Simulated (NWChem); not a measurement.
Species: CH4MgO; SMILES C[O][MgH]

Program: NWChem. Pople sets run with spherical d functions. Each level has its own optimisation; frequencies are unscaled. One conformer.

```
level                                 r H–Mg (Å)  r Mg–O (Å)  r C–O (Å)  r C–H (Å)  highest harmonic frequency (cm⁻¹)  lowest (cm⁻¹)  zero-point energy (kcal/mol)  dipole (D)
------------------------------------  ----------  ----------  ---------  ---------  ---------------------------------  -------------  ----------------------------  ----------
BLYP/def2-SVP                              1.692       1.792      1.394      1.118                               2907            105                          27.9        0.21
LDA (Slater exchange, VWN5)/def2-SVP       1.693       1.769      1.365      1.120                               2930            117                          28.0        0.15
B3LYP/6-31G*                               1.698       1.771      1.385      1.103                               3008             91                          29.1        0.46
```
